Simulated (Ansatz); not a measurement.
Basis-set extrapolation for C₄H₁₁B (`CBC(C)C`) (PBE0-D4/def2-TZVP geometry, frozen core, Ansatz). Multiplicity 1, RHF reference.

```csv
,def2-TZVPP,def2-QZVPP
HF,-182.624454,-182.633307
MP2 correlation,-0.812966,-0.863174
CCSD(T) correlation,-0.907789,not run
```

Energies in hartree. Use E(X) = E(∞) + A·exp(−7.88·√X) for Hartree–Fock and E(X) = E(∞) + B·X^(−2.97) for correlation, with X = 3 and 4, and add CCSD(T) minus MP2 of the smaller set to the MP2 limit.

Q: What is the CCSD(T) energy at the basis-set limit?

A: HF limit: -182.633307 + (-0.008853) × 0.13774 = -182.63453. MP2 limit: -0.863174 + (-0.050208) × 0.74074 = -0.90037. Higher-order term: -0.907789 − (-0.812966) = -0.09482. Total: -183.62972 hartree, 255.9 kJ/mol below CCSD(T)/def2-TZVPP.
